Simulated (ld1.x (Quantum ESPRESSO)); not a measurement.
# Al (Z = 13): excitation energies, all-electron against ultrasoft

* Element: aluminium (Al)
* Generator: ld1.x (Quantum ESPRESSO) 7.5
* Type: ultrasoft
* Functional: PBE
* Relativity: scalar-relativistic
* Frozen core: [Ne]
* Valence charge: 3
* Reference configuration: 3s1 3p0 (charge +2)
* Partial waves: 3s (bound): rcut 1.75, rcutus 2.05 bohr; 3s channel at 2.75 Ry: rcut 1.75, rcutus 2.05 bohr; 3p (bound, empty): rcut 2.00, rcutus 2.50 bohr; 3p channel at -0.1 Ry: rcut 2.00, rcutus 2.50 bohr; 3d channel at -0.1 Ry: rc 2.40 bohr
* Local potential: the d channel
* Core correction: a·sin(br)/r model core inside 1.85 bohr
* Augmentation charge: PSQ, inside the norm-conserving radii

Energies are relative to the spin-unpolarised reference configuration 3s1 3p0; without spin polarisation the order of configurations can differ from experiment.

Problem. Give the all-electron excitation energy and the error of the potential for: 3s2 3p1; 3s2 3p0; 3s2 3p0.5; 3s1 3p1; 3s1 3p2; 3s2 3p1.3; 3s0 3p3.

Solution.

```tsv
valence configuration	charge	ΔE all-electron (eV)	error AE − PS (meV)
3s2 3p1	0	-24.987	+11
3s2 3p0	+1	-19.225	+16
3s2 3p0.5	+0.5	-22.901	+14
3s1 3p1	+1	-13.415	+4.7
3s1 3p2	0	-19.847	+3.0
3s2 3p1.3	-0.3	-25.561	+9.0
3s0 3p3	0	-14.536	+4.4
```
